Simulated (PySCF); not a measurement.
B(H) cation (BH), SMILES [BH] (connectivity only; charge and spin as stated), charge +1, multiplicity 2. The structure is a stationary point at PBE0-D3(BJ)/def2-TZVPD. The multiplicity is an assumed one; other spin states were not compared.

These are PySCF with PBE0-D3(BJ)/def2-TZVPD values and carry that method's errors.

Harmonic wavenumbers (cm⁻¹): 2535. Rotational constants (GHz): 375.3 (linear); symmetry number 1.

Problem. Work out the zero-point energy and the ideal-gas rigid-rotor harmonic-oscillator thermochemistry at 298.15 K and 1 atm.

Solution. ZPE = ½ Σ hcν = ½ × 2535 cm⁻¹ = 3.62 kcal/mol. H − E(el) = 5.70 kcal/mol. Entropy in cal/(mol K): translation 33.35, rotation 7.56, vibration 0.00, spin 1.38, total 42.29. G − E(el) = -6.91 kcal/mol. Cp = 6.96 cal/(mol K).
